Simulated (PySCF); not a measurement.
# Mo³⁺ (molybdenum, charge +3) across methods

[Kr] 4d3, high-spin 4F determinant. Calculation: PySCF 2.14, in def2-TZVPPD with the def2 core potential (28 electrons); scalar relativity through the core potential.

| method | E (hartree) | mean ε 4p α (eV) | mean ε 4p β (eV) | mean ε 4d α (eV) | Σ⟨r²⟩ (bohr²) | ⟨S²⟩ |
| --- | --- | --- | --- | --- | --- | --- |
| r2SCAN | -66.2791 | -73.187 | -70.243 | -34.433 | 21.96 | 3.752 |
| CAM-B3LYP | -66.2021 | -76.505 | -73.379 | -37.182 | 22.09 | 3.751 |
| PBE0 | -66.2384 | -75.099 | -71.882 | -35.793 | 22.04 | 3.751 |
| UHF | -65.82254 | -83.818 | -77.524 | -40.369 | 21.98 | 3.754 |
| PBE | -66.2409 | -71.871 | -69.542 | -34.022 | 22.12 | 3.751 |
| LDA | -66.0375 | -71.815 | -69.507 | -33.936 | 22.27 | 3.750 |
| B3LYP | -66.2626 | -74.471 | -71.495 | -35.413 | 22.08 | 3.751 |
| wB97M-V | -66.1772 | -77.531 | -74.630 | -38.030 | 22.06 | 3.751 |
| BP86 | -66.2965 | -71.907 | -69.694 | -34.058 | 22.07 | 3.751 |

Energies and moments cover only the electrons outside the core potential.
